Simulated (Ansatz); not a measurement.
`CO[SiH](F)[SiH3]` + silanol → `F[SiH]([SiH3])O[SiH3]` + CH₃OH at 700 K and 1 bar (ligand exchange at the Si–O bond).

Gas-phase electronic energies from Ansatz, PBE0-D4/def2-TZVP geometries. CBS: MP2 limit from def2 TZ/QZ plus the TZ coupled-cluster correction, frozen cores. This one scheme is used for every species. Each species was taken in one conformer, which may not be the lowest.

```tsv
species	CCSD(T)/CBS energy (Eh)	H − E (kJ/mol)	S (J/(mol·K))
`CO[SiH](F)[SiH3]`	-795.47815	298.9	517.4
`O[SiH3]`	-366.69042	144.6	321.6
`F[SiH]([SiH3])O[SiH3]`	-1046.55730	274.0	558.9
CH₃OH	-115.61712	170.8	288.5
```

H − E and S are ideal-gas, rigid-rotor, harmonic terms from PBE0-D4/def2-TZVP, for one conformer and one mirror image of each species. 1 Eh = 2625.50 kJ/mol, R = 8.31446 J/(mol·K).

Q: By hand: ΔE, ΔH, ΔS and ΔG.

A: ΔE = (-1046.55730) + (-115.61712) − (-795.47815) − (-366.69042) = -0.00585 Eh = -15.4 kJ/mol. Δ(H − E) = 274.0 + 170.8 − 298.9 − 144.6 = 1.3, so ΔH = -14.1 kJ/mol. ΔS = 558.9 + 288.5 − 517.4 − 321.6 = 8.4 J/(mol·K). ΔG = -14.1 − 700 × (8.4)/1000 = -20.0 kJ/mol.

Q: By hand: the equilibrium constant, and the temperature at which ΔG would vanish if ΔH and ΔS stayed fixed.

A: log₁₀ K = −ΔG/(RT ln 10) = 1.5. ΔH and −TΔS have one sign here, so there is no such temperature.

TΔS isn't small against ΔH here. A doubt of 5 kJ/mol in ΔE shifts log₁₀ K by 0.4 here. Other conformers and mirror images would add mixing entropy, several J/(mol·K) or more a flexible species. Modes under 60 cm⁻¹, often nearly free rotors, make the harmonic entropy too high. These are equilibria of isolated gas molecules and say nothing of rates. Largest T1 diagnostic: 0.013 (customary marks: 0.02 for closed shells, 0.045 for open ones).

ΔS is within the doubt of such terms, so its sign, and with it that verdict, could turn.
